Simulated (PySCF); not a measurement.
# A small calculation by hand: oscillator strength and radiative lifetime

C4H4ClF, SMILES C=C=C(F)CCl.

The structure is a stationary point at B3LYP-D3(BJ)/def2-SVP. This is a generated structure with no PubChem entry under its InChIKey; it may be hypothetical. One conformer was computed; it need not be the lowest.

TDA-PBE/def2-SVPD (PySCF 2.14.0) puts the first singlet state with f over 0.02 at 5.87 eV (vertical), with the transition dipole (-1.020, 0.294, 0.498) in atomic units.

Q: Find the oscillator strength, the wavelength and the radiative lifetime that this transition would have in vacuum if emission retraced absorption.

A: 
|μ|² = 1.3748 au, so |μ| = 2.98 D. ΔE = 5.87/27.211 = 0.2157 hartree. f = (2/3) ΔE |μ|² = 0.198 (the program prints 0.198).
λ = 1239.84/5.87 = 211 nm; ν = 47345 cm⁻¹.
Einstein's coefficient A = 0.6670 ν² f s⁻¹ (ν in cm⁻¹) = 3.0e8 s⁻¹, so τ = 1/A = 3.4 ns. This state is S5; the lower singlets have f = 0.008, 0.002, 0.000, 0.005. The figure is the radiative limit of this one transition; relaxation, internal conversion, crossing to triplets and a medium change what is measured.
